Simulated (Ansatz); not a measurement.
Program: Ansatz. Geometries: PBE0-D4/def2-TZVP. ΔE: electronic, gas phase. CCSD(T)/CBS is the MP2 limit (def2-TZVPP, def2-QZVPP) plus CCSD(T) − MP2 in def2-TZVPP, frozen cores. This one scheme is used for every species. DFT in def2-TZVPP. One conformer a species, not always the lowest.

`[SiH3]C#C[SiH2]Cl` + `O=C[SiH](O)O` → `O=C[SiH2]Cl` + `O[SiH](O)C#C[SiH3]`  (redistribution)

| level | ΔE (kcal/mol) |
| --- | --- |
| revPBE | -0.6 |
| CCSD(T)/def2-TZVPP | 0.5 |

Task: What does CCSD(T)/CBS give? (Best estimate.)

Result: Computed: +0.5 kcal/mol. The listed levels differ from it by -1.1, 0.0 kcal/mol.

Largest T1 diagnostic among the species: 0.014.

Leaving LDA and LC-ωPBE aside and taking each functional with its dispersion term where it has one, the values, not all of them listed here, spread over 0.6 kcal/mol, from PBE-D4 to CAM-B3LYP-D4. LDA lies +0.8 kcal/mol from PBE without D4.
